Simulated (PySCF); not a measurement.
## Run times: chromium in cc-pVTZ

Measured wall times of calculations with PySCF 2.14 in cc-pVTZ (7s6p4d2f1g, 68 functions), with the non-relativistic Hamiltonian (point nucleus), run from one Python driver. Hardware: 1 thread of Neoverse-V2 on a shared host, 1.3 GiB allowed. The two-electron integrals over 68 functions were computed once and kept in memory (0.8 CPU seconds with the set-up); the times below exclude them. Kohn-Sham runs start from converged Hartree-Fock orbitals.

Launch command (the driver calls PySCF for each step listed in the task file):

```bash
OMP_NUM_THREADS=1 python atomrun2.py TASK.json OUT
```

```tsv
species	step	iterations	wall time (s)
Cr⁺ [Ar] 3d5	UHF	1	0.32
Cr⁺ [Ar] 3d5	PBE	6	1.1
Cr⁺ [Ar] 3d5	MP2 (5 electrons)		0.05
Cr²⁺ [Ar] 3d4	UHF	7	0.43
Cr²⁺ [Ar] 3d4	M06-L	6	2.8
Cr²⁺ [Ar] 3d4	PBE	5	0.98
Cr²⁺ [Ar] 3d4	MP2 (4 electrons)		0.04
```

Problem. Roughly how long does M06-L take for Cr⁺ [Ar] 3d5 here?

Solution. About 3.1 s.

Peak memory of the process: 0.26 GiB. Times on a shared host vary from run to run.
